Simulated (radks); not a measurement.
Pt45+, configuration [Ar] 3d10 4s2 4p3 (the NIST ground configuration). Calculated with a radial shooting solver on a logarithmic mesh with Libxc functionals: non-relativistic Kohn-Sham, PBE, spin-polarised, spherical densities, point nucleus; open shells are filled with parallel spins first (spin-orbit coupling, left out, can overturn this in heavy ions); relativity is left out, which matters for an element this heavy.

Radial electron density D(r) = 4 pi r^2 rho(r):

r (bohr)  D(r) (e/bohr)    spin D(r)
0.001037          3.925   -0.0000518
0.001319          6.071   -0.0000513
0.001676          9.278  -0.00000451
0.002131          13.97     0.000181
0.002709          20.63     0.000744
0.003444          29.73      0.00227
0.004378          41.56      0.00612
0.005566          55.88       0.0154
0.007075          71.56       0.0369
0.008995          86.31       0.0841
0.01143           96.88        0.182
0.01454           100.4        0.371
0.01848           97.05        0.699
0.02349           91.93         1.19
0.02986           94.25         1.76
0.03796           109.5         2.14
0.04826           130.2         1.87
0.06135           137.4        0.833
0.07799           122.8      -0.0150
0.09915           106.8         1.03
0.126             112.8         3.66
0.1602            120.6         3.88
0.2037            92.71        0.626
0.259             47.50         1.45
0.3292            26.59         8.64
0.4185            19.57         10.6
0.532             8.335         4.87
0.6763            1.410        0.839
0.8597          0.07741       0.0472
1.093          0.001074     0.000677

D(r) has 3 maxima, at r = 0.0144, 0.0589, 0.154 bohr, and minima at 0.0254, 0.105 bohr, inside which lie 1.96, 11.39 electrons.
